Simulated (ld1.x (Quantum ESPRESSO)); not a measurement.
# Logarithmic derivatives: fluorine (F), ultrasoft

ld1.x (Quantum ESPRESSO) 7.5 input, shortened:

```
&input
   title='F', zed=9., rel=1, dft='PBE', iswitch=3,
   config='[He] 2s2 2p3.5'
 /
 &inputp
   pseudotype=3, tm=.true., lloc=-1, rcloc=0.50,
   nlcc=.true., rcore=0.35,
   which_augfun='PSQ', rmatch_augfun=0.35
 /
4
2S  1  0   2.00   0.00  0.45  0.60  0.0
2S  1  0   0.00   1.05  0.45  0.60  0.0
2P  2  1   3.50   0.00  1.15  1.60  0.0
2P  2  1   0.00  -1.80  1.15  1.60  0.0
 &test
   configts(1)='2s2 2p3.5'
 /
```

The phase is arctan(r·u′/u) with u = r·R(r), unwrapped; energies in Ry, scanned from -6 to 5 Ry. A pole is an energy at which the radial function vanishes at the test radius. The pseudo phase is shifted by a multiple of π to meet the all-electron one at the reference energy, and phase errors are pseudo minus all-electron; the curves can meet again beyond the range given. Levels narrower than the energy grid can be missing from the lists of poles.

```tsv
channel	radius (bohr)	reference energy (Ry)	poles, all-electron	poles, pseudo	unbroken range about the reference energy with phases within 0.05 rad	phase error 1 Ry above the reference energy (rad)
s	1.75	-4.21	-3.69	-3.69	the whole range	+0.000
p	1.75	-2.81	-2.28	-2.28, -0.98	below -1.1	-0.000
```

Phases in the s channel:

| E (Ry) | all-electron | pseudo |
| --- | --- | --- |
| -6.00 | 1.194 | 1.194 |
| -5.74 | 1.155 | 1.155 |
| -5.48 | 1.099 | 1.099 |
| -5.22 | 1.005 | 1.005 |
| -4.96 | 0.821 | 0.820 |
| -4.70 | 0.346 | 0.346 |
| -4.44 | -0.662 | -0.662 |
| -4.18 | -1.252 | -1.252 |
| -3.92 | -1.473 | -1.473 |
| -3.66 | -1.581 | -1.581 |
| -3.40 | -1.647 | -1.647 |
| -3.14 | -1.693 | -1.693 |
| -2.88 | -1.729 | -1.729 |
| -2.62 | -1.759 | -1.759 |
| -2.36 | -1.786 | -1.786 |
| -2.10 | -1.811 | -1.811 |
| -1.84 | -1.836 | -1.836 |
| -1.58 | -1.861 | -1.861 |
| -1.32 | -1.887 | -1.887 |
| -1.06 | -1.916 | -1.916 |
| -0.80 | -1.947 | -1.947 |
| -0.54 | -1.982 | -1.982 |
| -0.28 | -2.023 | -2.023 |
| -0.02 | -2.071 | -2.071 |
| 0.24 | -2.129 | -2.129 |
| 0.50 | -2.200 | -2.200 |
| 0.76 | -2.289 | -2.289 |
| 1.02 | -2.404 | -2.404 |
| 1.28 | -2.552 | -2.552 |
| 1.54 | -2.743 | -2.743 |
| 1.80 | -2.978 | -2.979 |
| 2.06 | -3.244 | -3.244 |
| 2.32 | -3.507 | -3.507 |
| 2.58 | -3.736 | -3.737 |
| 2.84 | -3.921 | -3.921 |
| 3.10 | -4.064 | -4.064 |
| 3.36 | -4.174 | -4.174 |
| 3.62 | -4.259 | -4.260 |
| 3.88 | -4.327 | -4.327 |
| 4.14 | -4.382 | -4.382 |
| 4.40 | -4.427 | -4.427 |
| 4.66 | -4.465 | -4.465 |
| 4.92 | -4.497 | -4.497 |
